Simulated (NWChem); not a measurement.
System: BH3S; SMILES BS

Here is an NWChem input.

```
start job
memory heap 200 mb stack 900 mb global 1100 mb
geometry units angstroms noautosym nocenter noautoz
  B      0.007809    -1.204002     0.000000
  H      1.069752    -1.772711     0.000000
  H     -1.044094    -1.789648     0.000000
  S      0.083559     0.563364     0.000000
  H     -1.240694     0.836780     0.000000
end
basis spherical
  * library def2-tzvp
end
dft
  xc b3lyp
  iterations 150
end
tddft
  cis
  ecut -85.0
  nroots 6
  notriplet
end
task tddft energy
```

Excerpt of the output:

```
             Northwest Computational Chemistry Package (NWChem) 7.3.0
             --------------------------------------------------------

                             Geometry "geometry" -> ""
                             -------------------------

 Output coordinates in angstroms (scale by  1.889725989 to convert to a.u.)

  No.       Tag          Charge          X              Y              Z
 ---- ---------------- ---------- -------------- -------------- --------------
    1 B                    5.0000     0.00780900    -1.20400200     0.00000000
    2 H                    1.0000     1.06975200    -1.77271100     0.00000000
    3 H                    1.0000    -1.04409400    -1.78964800     0.00000000
    4 S                   16.0000     0.08355900     0.56336400     0.00000000
    5 H                    1.0000    -1.24069400     0.83678000     0.00000000

 Effective nuclear repulsion energy (a.u.)      42.8799764445

                                 NWChem DFT Module
                                 -----------------

 Summary of "ao basis" -> "ao basis" (spherical)
 ------------------------------------------------------------------------------
       Tag                 Description            Shells   Functions and Types
 ---------------- ------------------------------  ------  ---------------------
 B                         def2-tzvp                11       31   5s3p2d1f
 H                         def2-tzvp                 4        6   3s1p
 S                         def2-tzvp                13       37   5s5p2d1f

            General Information
            -------------------
          SCF calculation type: DFT
          Wavefunction type:  closed shell.
          No. of atoms     :     5
          No. of electrons :    24
           Alpha electrons :    12
            Beta electrons :    12
          Charge           :     0
          Spin multiplicity:     1
          Use of symmetry is: off; symmetry adaption is: off
          Maximum number of iterations: 150
          AO basis - number of functions:    86
                     number of shells:    36
          Convergence on energy requested:  1.00D-06
          Convergence on density requested:  1.00D-05
          Convergence on gradient requested:  5.00D-04

              XC Information
              --------------
                         B3LYP Method XC Potential
                     Hartree-Fock (Exact) Exchange  0.200
                        Slater Exchange Functional  0.800 local
                    Becke 1988 Exchange Functional  0.720 non-local
              Lee-Yang-Parr Correlation Functional  0.810
                  VWN I RPA Correlation Functional  0.190 local

             Grid Information
             ----------------
          Grid used for XC integration:  medium
          Radial quadrature: Mura-Knowles
          Angular quadrature: Lebedev.
          Tag              B.-S. Rad. Rad. Pts. Rad. Cut. Ang. Pts.
          ---              ---------- --------- --------- ---------
          B                   0.85       49           9.0       434
          H                   0.35       45          10.0       434
          S                   1.00       88           9.0       590
          Grid pruning is: on
          Number of quadrature shells:   272
          Spatial weights used:  Erf1

      Superposition of Atomic Density Guess
      -------------------------------------

 Sum of atomic energies:        -423.51364179

      Non-variational initial energy
      ------------------------------

 Total energy =    -424.158790
 1-e energy   =    -668.065998
 2-e energy   =     201.027231
 HOMO         =      -0.361991
 LUMO         =      -0.015978

   convergence    iter        energy       DeltaE   RMS-Dens  Diis-err
 ---------------- ----- ----------------- --------- --------- ---------
 d= 0,ls=0.0,diis     1   -424.8698580879 -4.68D+02  4.51D-03  5.19D-01
 d= 0,ls=0.0,diis     2   -424.8907623256 -2.09D-02  2.99D-03  6.47D-02
 d= 0,ls=0.0,diis     3   -424.8929645002 -2.20D-03  1.56D-03  5.17D-02
 d= 0,ls=0.0,diis     4   -424.9010156832 -8.05D-03  2.56D-04  1.27D-03
 d= 0,ls=0.0,diis     5   -424.9011992917 -1.84D-04  3.83D-05  2.19D-05
  Resetting Diis
 d= 0,ls=0.0,diis     6   -424.9012022015 -2.91D-06  1.32D-05  2.22D-06
 d= 0,ls=0.0,diis     7   -424.9012025436 -3.42D-07  5.49D-06  1.47D-07

         Total DFT energy =     -424.901202543600
      One electron energy =     -669.786625196246
           Coulomb energy =      232.877379502339
    Exchange-Corr. energy =      -30.871933294178
 Nuclear repulsion energy =       42.879976444484

 Numeric. integr. density =       23.999997642112

                       DFT Final Molecular Orbital Analysis
                       ------------------------------------

 Vector   10  Occ=2.000000D+00  E=-3.616650D-01
              MO Center=  3.5D-01, -8.9D-01, -1.1D-09, r^2= 2.3D+00
   Bfn.  Coefficient  Atom+Function         Bfn.  Coefficient  Atom+Function
  ----- ------------  ---------------      ----- ------------  ---------------
    59      0.283908  4 S  py                33      0.238385  2 H  s
     6      0.212974  1 B  px                 7     -0.213368  1 B  py
    32      0.158914  2 H  s                 62      0.147126  4 S  py
     9      0.139263  1 B  px                56      0.138057  4 S  py
    34      0.133856  2 H  s                 50     -0.113180  4 S  py

 Vector   11  Occ=2.000000D+00  E=-3.297168D-01
              MO Center= -1.0D-01, -2.7D-01,  1.1D-09, r^2= 2.9D+00
   Bfn.  Coefficient  Atom+Function         Bfn.  Coefficient  Atom+Function
  ----- ------------  ---------------      ----- ------------  ---------------
    59      0.262196  4 S  py                58      0.238295  4 S  px
    39      0.198589  3 H  s                  6     -0.190703  1 B  px
    62      0.185255  4 S  py                47      0.173465  4 S  s
    48      0.168911  4 S  s                  7     -0.142813  1 B  py
    40      0.142140  3 H  s                 61      0.134699  4 S  px

 Vector   12  Occ=2.000000D+00  E=-3.018038D-01
              MO Center=  4.5D-02,  2.9D-01, -2.2D-09, r^2= 1.7D+00
   Bfn.  Coefficient  Atom+Function         Bfn.  Coefficient  Atom+Function
  ----- ------------  ---------------      ----- ------------  ---------------
    60      0.479053  4 S  pz                63      0.317986  4 S  pz
    57      0.224037  4 S  pz                51     -0.184499  4 S  pz
     8      0.142024  1 B  pz                11      0.115213  1 B  pz
    54     -0.083211  4 S  pz                14      0.053869  1 B  pz

 Vector   13  Occ=0.000000D+00  E=-5.577593D-02
              MO Center=  1.2D-02, -9.2D-01,  3.3D-09, r^2= 3.0D+00
   Bfn.  Coefficient  Atom+Function         Bfn.  Coefficient  Atom+Function
  ----- ------------  ---------------      ----- ------------  ---------------
    14      0.487258  1 B  pz                63     -0.396552  4 S  pz
    11      0.386122  1 B  pz                 8      0.354683  1 B  pz
    60     -0.203457  4 S  pz                57     -0.121723  4 S  pz
    51      0.085556  4 S  pz                70     -0.076773  4 S  d -1
    65     -0.055709  4 S  d -1              54      0.040817  4 S  pz

 Vector   14  Occ=0.000000D+00  E= 3.181297D-03
              MO Center= -6.7D-01,  4.9D-01,  6.7D-09, r^2= 3.8D+00
   Bfn.  Coefficient  Atom+Function         Bfn.  Coefficient  Atom+Function
  ----- ------------  ---------------      ----- ------------  ---------------
    83      1.236146  5 H  s                 48     -0.947352  4 S  s
    61      0.755798  4 S  px                 4     -0.471075  1 B  s
    58      0.272572  4 S  px                82      0.235613  5 H  s
     5      0.234134  1 B  s                 40      0.235196  3 H  s
    62     -0.231768  4 S  py                13      0.179775  1 B  py

[...]

                                NWChem TDDFT Module
                                -------------------

            General Information
            -------------------
           No. of orbitals :     172
            Alpha orbitals :      86
             Beta orbitals :      86
        Alpha frozen cores :       0
         Beta frozen cores :       0
     Alpha frozen virtuals :       0
      Beta frozen virtuals :       0
         Spin multiplicity :       1
    Number of AO functions :      86
        Use of symmetry is : off
      Symmetry adaption is : off
         Schwarz screening :  0.10D-07

              XC Information
              --------------
                  B3LYP Method XC Potential
              Hartree-Fock (Exact) Exchange   0.20
                 Slater Exchange Functional   0.80 local
             Becke 1988 Exchange Functional   0.72 non-local
       Lee-Yang-Parr Correlation Functional   0.81
           VWN I RPA Correlation Functional   0.19 local

             TDDFT Information
             -----------------
          Calculation type : Tamm-Dancoff TDDFT
         Wavefunction type : Restricted singlets
          No. of electrons :      24
           Alpha electrons :      12
            Beta electrons :      12
              No. of roots :       6
          Max subspacesize :    5200
            Max iterations :     100
               Target root :       1
           Target symmetry : none
             Energy Cutoff :-0.85D+02
      Symmetry restriction : off
                 Algorithm : Optimal
        Davidson threshold :  0.10D-03

    6 smallest eigenvalue differences (eV)
--------------------------------------------------------
  No. Spin  Occ  Vir  Irrep   E(Occ)    E(Vir)   E(Diff)
--------------------------------------------------------
    1    1    1   13 a       -88.873    -0.056  2416.843
    2    1    1   14 a       -88.873     0.003  2418.447
    3    1    1   15 a       -88.873     0.065  2420.130
    4    1    1   16 a       -88.873     0.071  2420.304
    5    1    1   17 a       -88.873     0.100  2421.075
    6    1    1   18 a       -88.873     0.123  2421.721
--------------------------------------------------------

  Entering Davidson iterations
  Restricted singlet excited states

  Iter   NTrls   NConv    DeltaV     DeltaE      Time
  ----  ------  ------  ---------  ---------  ---------
    1      6       0     0.51E-01   0.10+100        9.3
    2     12       0     0.11E-01   0.36E-02        9.9
    3     18       0     0.15E-02   0.36E-03        9.0
    4     24       5     0.60E-03   0.48E-05        8.7
    5     25       6     0.43E-04   0.17E-06       10.0
  ----  ------  ------  ---------  ---------  ---------
  Convergence criterion met

  Ground state a        -424.901202543600 a.u.

  ----------------------------------------------------------------------------
  Root   1 singlet a             88.753494409 a.u.             2415.1065 eV
  ----------------------------------------------------------------------------
     Transition Moments    X  0.00000   Y -0.00000   Z -0.00589
     Dipole Oscillator Strength                    0.0020555693
     Electric Quadrupole                           0.0001221737
     Magnetic Dipole                               0.0002522342
     Total Oscillator Strength                     0.0024299772

     Occ.    1  a   ---  Virt.   13  a        0.99743
     Occ.    1  a   ---  Virt.   27  a       -0.05568
  ----------------------------------------------------------------------------
  Root   2 singlet a             88.797260640 a.u.             2416.2974 eV
  ----------------------------------------------------------------------------
     Transition Moments    X -0.00724   Y  0.00311   Z  0.00000
     Dipole Oscillator Strength                    0.0036781189
     Electric Quadrupole                           0.0002726167
     Magnetic Dipole                               0.0004292794
     Total Oscillator Strength                     0.0043800149

     Occ.    1  a   ---  Virt.   14  a       -0.98169
     Occ.    1  a   ---  Virt.   15  a        0.09540
     Occ.    1  a   ---  Virt.   16  a        0.12196
     Occ.    1  a   ---  Virt.   26  a        0.06249
  ----------------------------------------------------------------------------
  Root   3 singlet a             88.874342576 a.u.             2418.3949 eV
  ----------------------------------------------------------------------------
     Transition Moments    X -0.00021   Y -0.00353   Z -0.00000
     Dipole Oscillator Strength                    0.0007413845
     Electric Quadrupole                           0.0000484100
     Magnetic Dipole                               0.0000007388
     Total Oscillator Strength                     0.0007905334

     Occ.    1  a   ---  Virt.   14  a       -0.13059
     Occ.    1  a   ---  Virt.   15  a       -0.92148
     Occ.    1  a   ---  Virt.   16  a       -0.26205
     Occ.    1  a   ---  Virt.   17  a        0.11752
     Occ.    1  a   ---  Virt.   18  a        0.16169
     Occ.    1  a   ---  Virt.   20  a        0.12390
     Occ.    1  a   ---  Virt.   23  a       -0.07434
  ----------------------------------------------------------------------------
  Root   4 singlet a             88.897817653 a.u.             2419.0337 eV
  ----------------------------------------------------------------------------
     Transition Moments    X  0.00228   Y  0.00042   Z -0.00000
     Dipole Oscillator Strength                    0.0003184731
     Electric Quadrupole                           0.0000255426
     Magnetic Dipole                               0.0000333419
     Total Oscillator Strength                     0.0003773577

     Occ.    1  a   ---  Virt.   14  a       -0.09546
     Occ.    1  a   ---  Virt.   15  a        0.21284
     Occ.    1  a   ---  Virt.   16  a       -0.93571
     Occ.    1  a   ---  Virt.   17  a       -0.08808
     Occ.    1  a   ---  Virt.   18  a       -0.21105
     Occ.    1  a   ---  Virt.   20  a       -0.08659
     Occ.    1  a   ---  Virt.   23  a        0.06971
  ----------------------------------------------------------------------------
  Root   5 singlet a             88.932200757 a.u.             2419.9693 eV
  ----------------------------------------------------------------------------
     Transition Moments    X  0.00232   Y  0.00001   Z -0.00000
     Dipole Oscillator Strength                    0.0003182239
     Electric Quadrupole                           0.0000162198
     Magnetic Dipole                               0.0000289158
     Total Oscillator Strength                     0.0003633594

     Occ.    1  a   ---  Virt.   15  a       -0.15819
     Occ.    1  a   ---  Virt.   16  a        0.06407
     Occ.    1  a   ---  Virt.   17  a       -0.98038
     Occ.    1  a   ---  Virt.   22  a       -0.06823
  ----------------------------------------------------------------------------
  Root   6 singlet a             88.948872910 a.u.             2420.4230 eV
  ----------------------------------------------------------------------------
     Transition Moments    X  0.00025   Y  0.00147   Z -0.00000
     Dipole Oscillator Strength                    0.0001317762
     Electric Quadrupole                           0.0000008664
     Magnetic Dipole                               0.0000000420
     Total Oscillator Strength                     0.0001326845

     Occ.    1  a   ---  Virt.   15  a        0.22581
     Occ.    1  a   ---  Virt.   16  a       -0.17380
     Occ.    1  a   ---  Virt.   17  a       -0.09012
     Occ.    1  a   ---  Virt.   18  a        0.91511
     Occ.    1  a   ---  Virt.   20  a        0.15365
     Occ.    1  a   ---  Virt.   21  a       -0.20891

              Target root =      1
          Target symmetry = none
      Ground state energy =   -424.901202543600
        Excitation energy =     88.753494408593
     Excited state energy =   -336.147708135008

  stored tddft:energy   -336.14770813500780
```

Level: B3LYP/def2-TZVP, restricted-window TDA. All runs use the structure optimised with PBE0/def2-SVP. The quadrupole and magnetic terms of the printed total strengths depend on the origin.
